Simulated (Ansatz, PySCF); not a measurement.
C3H11NSi2, SMILES N(C=C)(C[SiH3])[SiH3].

The structure is a stationary point at B3LYP-D3(BJ)/def2-SVP. The structure was generated by enumeration, and PubChem lists no compound with its InChIKey, so it may never have been made. Other conformers were not sampled.

Vertical ionisation energy (IE) and electron affinity (EA) in eV. Rows of orbital energies are one-electron estimates. Where ΔSCF, EOM or ADC give a negative EA the extra electron is unbound and the value depends on the basis.

```tsv
level	IE	EA
−ε(HOMO), −ε(LUMO), CAM-B3LYP/def2-TZVP (PySCF)	7.14	-1.28
−ε(HOMO), −ε(LUMO), PBE/def2-TZVP (PySCF)	4.83	0.56
ΔSCF, CAM-B3LYP/def2-SVPD (Ansatz), final states of multiplicity 2 and 2	7.71	-1.59
ΔSCF, PBE/def2-SVPD (Ansatz), final states of multiplicity 2 and 2	7.54	-1.21
```

Q: What vertical singlet–triplet gap does ΔSCF give with CAM-B3LYP/def2-SVPD (Ansatz, an electronic-structure program) and with PBE/def2-SVPD (Ansatz)? (An estimate is asked for; the answer gives what the named calculation found.)

A: 3.85 and 3.77 eV (triplet above singlet where positive).
